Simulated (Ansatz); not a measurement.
Program: Ansatz. Geometries: PBE0-D4/def2-TZVP. ΔE: electronic, gas phase. CCSD(T)/CBS is the MP2 limit (def2-TZVPP, def2-QZVPP) plus CCSD(T) − MP2 in def2-TZVPP, frozen cores. This one scheme is used for every species. DFT in def2-TZVPP. Each species was taken in one conformer, which may not be the lowest.

Reaction (ligand exchange at a B–C bond): `NC(=O)B(O)F` + CH₃NH₂ → `CNB(O)F` + `NC=O`

`NC(=O)B(O)F`:

Z-matrix (Å, degrees):
```
N
C 1 1.355
H 1 1.004 2 121.0
H 1 1.007 2 119.3 3 -179.8
O 2 1.217 1 123.1 3 179.9
B 2 1.604 1 115.1 3 -0.1
O 6 1.350 2 119.5 1 0.3
F 6 1.321 2 119.7 1 -179.7
H 7 0.963 6 114.0 2 180.0
```

CH₃NH₂:

Z-matrix (Å, degrees):
```
C
N 1 1.453
H 1 1.092 2 109.4
H 1 1.100 2 115.4 3 -121.6
H 1 1.092 2 109.4 3 116.8
H 2 1.012 1 110.6 3 62.6
H 2 1.012 1 110.6 3 -179.3
```

`CNB(O)F`:

Z-matrix (Å, degrees):
```
C
N 1 1.445
H 1 1.094 2 111.8
H 1 1.095 2 111.8 3 121.5
H 1 1.089 2 109.1 3 -119.2
B 2 1.405 1 125.4 3 119.3
H 2 1.005 1 114.7 3 -60.7
F 6 1.338 2 119.0 1 -0.0
O 6 1.366 2 125.3 1 180.0
H 9 0.957 6 114.7 2 -0.0
```

`NC=O`:

Z-matrix (Å, degrees):
```
N
C 1 1.351
H 1 1.003 2 121.3
H 1 1.006 2 119.3 3 -180.0
O 2 1.206 1 125.0 3 180.0
H 2 1.107 1 112.3 3 -0.0
```

CCSD(T)/CBS gives -25.1 kcal/mol.

**Question.** Another level gave -28.1 kcal/mol. Which?
A. ωB97X-V/def2-TZVPP
B. HF/def2-TZVPP
C. revPBE-D4/def2-TZVPP
D. CAM-B3LYP-D4/def2-TZVPP

**Answer.** B. HF/def2-TZVPP -28.1, revPBE-D4 -23.5, CAM-B3LYP-D4 -26.1, ωB97X-V -24.9 kcal/mol.

Largest T1 diagnostic among the species: 0.016.

From BLYP to BHLYP (50 % exact exchange), in def2-TZVPP and without D4, ΔE moves by −2.5 kcal/mol. Leaving LDA and LC-ωPBE aside and taking each functional with its dispersion term where it has one, the values, not all of them listed here, spread over 3.4 kcal/mol, from BHLYP-D4 to revPBE-D4. LDA lies −1.8 kcal/mol from PBE without D4. In def2-TZVPP, CCSD(T) changes the Hartree–Fock value by +3.0 kcal/mol (the triples alone add +0.6 kcal/mol) and MP2 by +2.4 kcal/mol.

CCSD(T)/CBS has its own doubt, a few kJ/mol and more with outer-core shells, so smaller differences from it don't rank the levels.
